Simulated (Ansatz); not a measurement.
The cluster CuTe2, relaxed as a doublet with UKS PBE-D4/def2-TZVP in Ansatz, starting from the GFN2-xTB geometry. Force threshold 0.02 eV/Å.

In the def2 sets Te takes a core potential; there is no spin–orbit coupling. The structure comes from a short search, and lower isomers may exist.

Start:

```xyz
3

Cu   -1.186   -0.102   -0.574
Te    0.185    1.184    0.929
Te    1.001   -1.081   -0.355
```

Task: Estimate the energy that the relaxation releases and the steps that it takes.

Result: 5.3 kJ/mol, in 5 steps; 18 s on 2 threads of Arm Neoverse V2 on a shared host. No frequencies were taken in this run, so the end may be a saddle point.

Task: Does the start keep its bonding and symmetry?

Result: By distances, no bond broke or formed. The bond that changes most is Te2–Te3, from 2.73 to 2.82 Å (atoms count from 1). Point group C2v at the start, C2v at the end, both within 0.05 Å.

Task: Predict the relaxed structure.

Result: 
| atom | x (Å) | y (Å) | z (Å) |
| --- | --- | --- | --- |
| Cu1 | -1.2085 | -0.1040 | -0.5848 |
| Te2 | 0.1831 | 1.2210 | 0.9549 |
| Te3 | 1.0255 | -1.1170 | -0.3700 |
Bond lengths: 2 × Cu–Te 2.46 Å; 1 × Te–Te 2.82 Å.
